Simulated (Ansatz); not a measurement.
Reaction (isomerisation): `CN[SiH2]Cl` → `C[SiH](N)Cl`

Computed with Ansatz on PBE0-D4/def2-TZVP structures; ΔE is electronic, products minus reactants. CCSD(T)/CBS is the MP2 limit (def2-TZVPP, def2-QZVPP) plus CCSD(T) − MP2 in def2-TZVPP, frozen cores. Functionals use def2-TZVPP. HSE06 is defined as in plane-wave codes. One conformer a species, not always the lowest.

(1) Is it downhill or uphill in electronic energy at CCSD(T)/CBS, and by how much? (Best estimate.)

(2) What do these levels give: r2SCANh-D4, HSE06, BHLYP, CCSD/def2-SVP, MP2/def2-TZVPP, MP2/def2-QZVPP? (Estimate.)

Largest T1 diagnostic among the species: 0.010.

Answers

(1) Computed: Downhill: ΔE = -90.2 kJ/mol.

(2) The calculation gave: r2SCANh-D4 -93.2, HSE06 -88.4, BHLYP -85.2, CCSD/def2-SVP -70.1, MP2/def2-TZVPP -91.9, MP2/def2-QZVPP -93.3 kJ/mol.

At CCSD(T), def2-SVP lies +20.5 kJ/mol from the extrapolated value and def2-TZVPP +2.6 kJ/mol. In def2-TZVPP, CCSD(T) changes the Hartree–Fock value by −7.0 kJ/mol (the triples alone add −0.6 kJ/mol) and MP2 by −11.3 kJ/mol.
